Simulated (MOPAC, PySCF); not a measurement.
H3FGe, SMILES `[GeH3][F]`, neutral singlet in the gas phase. 

Cartesian coordinates (Å):
SMILES: [F][GeH3]
```xyz
5

F      1.6108    -0.3108     0.2448
Ge    -0.0924     0.0178    -0.0140
H     -0.1561     1.3018    -0.8517
H     -0.7094     0.1919     1.3800
H     -0.6529    -1.2008    -0.7591
```
Charge 0, spin multiplicity 1.

All levels are single points at this geometry (B3LYP-D3(BJ)/def2-TZVP); Pople sets use spherical d functions. Orbital energies aren't observables, and empty levels follow the basis.

```csv
level,HOMO (eV),LUMO (eV),gap (eV),dipole (D),"vertical IE, Delta-SCF (eV)"
B3LYP-D3(BJ)/def2-TZVP in PySCF,-9.48,-0.46,9.03,2.19,–
BP86/6-31G* in PySCF,-7.86,-0.87,6.99,1.98,–
PBE/6-31G* in PySCF,-7.73,-0.86,6.88,1.97,–
HF/6-31G* in PySCF,-13.16,2.95,16.11,2.52,12.24
HF/STO-3G in PySCF,-10.27,11.84,22.11,1.42,–
PM6 in MOPAC,-11.84,0.49,12.33,3.19,–
```
